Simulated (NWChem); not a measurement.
System: C2HBF2; SMILES C(#C)B(F)F

Problem. Give the equilibrium geometry at PBE0/def2-SVP (NWChem) as an XYZ file, with the point group.

Solution. point group C2v; any orientation.
```
6

B     -0.0002     0.4791     0.0000
C     -0.0002    -1.0478     0.0000
C      0.0007    -2.2629     0.0000
H      0.0021    -3.3390     0.0000
F     -0.0001     1.1597    -1.1263
F     -0.0001     1.1597     1.1263
```
